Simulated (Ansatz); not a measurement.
A run for Ansatz (an electronic-structure program): U-PBE0/def2-TZVPP on InC, 2S+1 = 4, a spin state set in the input, which need not be the lowest. Elements past Kr take the def2 small-core potentials; no spin–orbit coupling.

Ansatz 0.2 input:
```yaml
crystal:
  periodic: [false, false, false]
  atoms:
    - {symbol: C, position_ang: [0.00000000, 0.00000000, 0.00000000]}
    - {symbol: In, position_ang: [0.00000000, 0.00000000, 2.07100000]}
basis:
  gaussian:
    orbitals: def2-TZVPP
hamiltonian:
  xc: {name: PBE0}
magnetization: {spin_polarized: true, initial_magnetization: 3}
relax: {f_tol: 0.002, max_steps: 120}
```

Output:

```
WARN ansatz: RAYON_NUM_THREADS=2 ignored (pool sized by the plan → 2); use --threads N
Functional definition: PBE0
integrals: 0.02 GiB planned
661 factors; their error is unknown
mean field: 0.26 GiB planned
mean field evaluation 1: about -6200.6612 eV, gradient 2.5e1 eV
mean field evaluation 2: about -6178.0467 eV, gradient 5.6e1 eV
mean field evaluation 4: about -6204.8017 eV, gradient 1.8e0 eV
mean field evaluation 8: about -6204.8247 eV, gradient 1.2e-1 eV
mean field evaluation 16: about -6204.8817 eV, gradient 2.2e-5 eV
mean field -6204.88173723 eV, -228.0251980231 hartree, gradient 3.7e-6 eV, S^2 3.755948; 0 other end points of the search recorded, 0 dependent functions left out
the calculation of the forces begins
reference -6204.88176789 eV, -228.0251991499 hartree; 15, 12 occupied and 66, 69 virtual orbitals, 661 factors
relax step   1: F+E_penalty+E_count = -6204.88173723 eV  Δ(F+E_penalty+E_count) = +0.000e0 eV  max|allowed force component| = 1.547e0 eV/Å  Δτ_max = 0.0000 Å  (33 SCF iters, accepted)
these checks for a lower state are left out or cut short: starts, cluster_reference, orbital_swaps, neighbouring_geometries, increment
integrals: 0.02 GiB planned
661 factors; their error is unknown
mean field: 0.26 GiB planned
mean field -6204.96932679 eV, -228.0284168802 hartree, gradient 2.2e-5 eV, S^2 3.755673; 0 other end points of the search recorded, 0 dependent functions left out
the calculation of the forces begins
reference -6204.96935829 eV, -228.0284180377 hartree; 15, 12 occupied and 66, 69 virtual orbitals, 661 factors
relax step   2: F+E_penalty+E_count = -6204.96932679 eV  Δ(F+E_penalty+E_count) = -8.759e-2 eV  max|allowed force component| = 2.734e-1 eV/Å  Δτ_max = 0.0505 Å  (35 SCF iters, accepted)
these checks for a lower state are left out or cut short: starts, cluster_reference, orbital_swaps, neighbouring_geometries, increment
integrals: 0.02 GiB planned
661 factors; their error is unknown
mean field: 0.26 GiB planned
mean field evaluation 32: about -6204.9731 eV, gradient 4.0e-4 eV
mean field -6204.97313579 eV, -228.0285568586 hartree, gradient 2.4e-5 eV, S^2 3.755596; 0 other end points of the search recorded, 0 dependent functions left out
the calculation of the forces begins
reference -6204.97316751 eV, -228.0285580242 hartree; 15, 12 occupied and 66, 69 virtual orbitals, 661 factors
relax step   3: F+E_penalty+E_count = -6204.97313579 eV  Δ(F+E_penalty+E_count) = -3.809e-3 eV  max|allowed force component| = 9.133e-3 eV/Å  Δτ_max = 0.0137 Å  (36 SCF iters, accepted)
these checks for a lower state are left out or cut short: starts, cluster_reference, orbital_swaps, neighbouring_geometries, increment
integrals: 0.02 GiB planned
661 factors; their error is unknown
mean field: 0.26 GiB planned
mean field -6204.97314040 eV, -228.0285570277 hartree, gradient 1.8e-5 eV, S^2 3.755593; 0 other end points of the search recorded, 0 dependent functions left out
the calculation of the forces begins
reference -6204.97317212 eV, -228.0285581936 hartree; 15, 12 occupied and 66, 69 virtual orbitals, 661 factors
relax step   4: F+E_penalty+E_count = -6204.97314040 eV  Δ(F+E_penalty+E_count) = -4.602e-6 eV  max|allowed force component| = 1.935e-6 eV/Å  Δτ_max = 0.0005 Å  (37 SCF iters, accepted)
integrals: 0.02 GiB planned
661 factors; their error is unknown
mean field: 0.26 GiB planned
mean field -6204.97314040 eV, -228.0285570277 hartree, gradient 1.8e-5 eV, S^2 3.755593; 1 other end points of the search recorded, 0 dependent functions left out
the calculation of the forces begins
reference -6204.97317212 eV, -228.0285581936 hartree; 15, 12 occupied and 66, 69 virtual orbitals, 661 factors
Total energy: -6204.97317212 eV, -228.0285581936 hartree
Atom 0 at    -0.000000     0.000000    -0.064741 Å, force    -0.000000    -0.000000     0.000002 eV/Å
Atom 1 at     0.000000    -0.000000     2.135741 Å, force     0.000000     0.000000    -0.000002 eV/Å
Dipole moment:     0.000000    -0.000000     0.576150 e Å
```

The run converged.

Cost: very roughly 10 core-seconds.
